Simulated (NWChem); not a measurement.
CH4BIO; SMILES CB(O)I

```xyz
8

B      0.0645    -1.3554     0.0000
I     -0.0011     0.8272     0.0000
C     -1.2642    -2.1718     0.0000
H     -1.8753    -1.9172     0.8807
H     -1.0692    -3.2543     0.0000
H     -1.8753    -1.9172    -0.8807
O      1.2662    -1.9503     0.0000
H      2.0131    -1.3407     0.0000
```
Atoms are numbered in this order, from 1.

Geometry: optimised at PBE0/def2-SVP. No frequency run checked for a minimum. def2 effective core potentials on I; no spin-orbit coupling.

Symmetry labels are those of Cs in the frame above (b1 and b2, or b-type labels, depend on it).

### Question
List the 4 lowest vertical singlet excitations from CAM-B3LYP/def2-SVPD with def2 effective core potentials on I, TDA (NWChem).

### Answer
```json
[
 {"state": "S1", "energy (eV)": "6.00", "oscillator strength": "0.000", "symmetry": "a\"", "leading excitation (squared amplitude)": "HOMO → LUMO+1 (0.98)"},
 {"state": "S2", "energy (eV)": "6.44", "oscillator strength": "0.038", "symmetry": "a'", "leading excitation (squared amplitude)": "HOMO−1 → LUMO+1 (0.66)"},
 {"state": "S3", "energy (eV)": "6.48", "oscillator strength": "0.035", "symmetry": "a'", "leading excitation (squared amplitude)": "HOMO → LUMO+2 (0.52)"},
 {"state": "S4", "energy (eV)": "6.53", "oscillator strength": "0.002", "symmetry": "a\"", "leading excitation (squared amplitude)": "HOMO−1 → LUMO+2 (0.77)"}
]
```
